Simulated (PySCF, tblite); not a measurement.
Isomers of C8H14O. Computed values, GFN2-xTB/tblite, gas phase, harmonic and unscaled. Against measured fundamentals such values can be off by several per cent, at times by over 20. One conformer each.

Electronic energies: PBE0/pcSseg-1 single points on the GFN2-xTB geometries (PySCF, gas phase).

```json
{"SMILES": "C=C1CCC[C@@H](CO)C1", "electronic energy, lowest = 0 (kJ/mol)": "81.5"}
{"SMILES": "C=C(C(C)=O)C(C)(C)C", "electronic energy, lowest = 0 (kJ/mol)": "101.8"}
{"SMILES": "CC[C@H]1CCCCC1=O", "electronic energy, lowest = 0 (kJ/mol)": "0.0"}
{"SMILES": "O[C@@H]1CCCC2(CC2)C1", "electronic energy, lowest = 0 (kJ/mol)": "81.3"}
{"SMILES": "COCC=C1CC(C)C1", "electronic energy, lowest = 0 (kJ/mol)": "214.1"}
```

How do GFN2-xTB zero-point energies change the relative energies?

| SMILES | ZPE (kJ/mol) | of it from modes above 1550 cm⁻¹ | electronic (kJ/mol) | with ZPE, lowest = 0 (kJ/mol) | lowest mode (cm⁻¹) | rings |
| --- | --- | --- | --- | --- | --- | --- |
| CC[C@H]1CCCCC1=O | 537.3 | 260.9 | 0.0 | 0.0 | 75 | 1 |
| O[C@@H]1CCCC2(CC2)C1 | 537.7 | 254.8 | 81.3 | 81.6 | 109 | 2 |
| C=C1CCC[C@@H](CO)C1 | 534.5 | 263.3 | 81.5 | 78.6 | 78 | 1 |
| C=C(C(C)=O)C(C)(C)C | 522.3 | 275.9 | 101.8 | 86.8 | 53 | 0 |
| COCC=C1CC(C)C1 | 526.2 | 260.2 | 214.1 | 202.9 | 28 | 1 |

The zero-point energies span 15.4 kJ/mol, from `C=C(C(C)=O)C(C)(C)C` to `O[C@@H]1CCCC2(CC2)C1`. The lowest isomer stays, but the order above it changes.

And how do the electronic energies of GFN2-xTB itself compare?

`CC[C@H]1CCCCC1=O` 0.0; `O[C@@H]1CCCC2(CC2)C1` 40.5; `C=C1CCC[C@@H](CO)C1` 67.2; `C=C(C(C)=O)C(C)(C)C` 119.0; `COCC=C1CC(C)C1` 148.2 kJ/mol, lowest = 0. Against the energies above, taken from the same isomer `CC[C@H]1CCCCC1=O`, the largest difference is 65.9 kJ/mol.

What do entropy and thermal enthalpy add at 298.15 K and 1 bar (rigid rotor, harmonic oscillator, one conformer each)?

| SMILES | point group | symmetry number | S (J/(mol K)) | H − H(0) (kJ/mol) | ZPE + H − H(0) − TS (kJ/mol) |
| --- | --- | --- | --- | --- | --- |
| CC[C@H]1CCCCC1=O | C1 | 1 | 392.1 | 26.89 | 447.3 |
| O[C@@H]1CCCC2(CC2)C1 | C1 | 1 | 372.9 | 25.05 | 451.5 |
| C=C1CCC[C@@H](CO)C1 | C1 | 1 | 389.5 | 26.77 | 445.2 |
| C=C(C(C)=O)C(C)(C)C | C1 | 1 | 428.1 | 32.26 | 426.9 |
| COCC=C1CC(C)C1 | C1 | 1 | 427.1 | 29.95 | 428.8 |
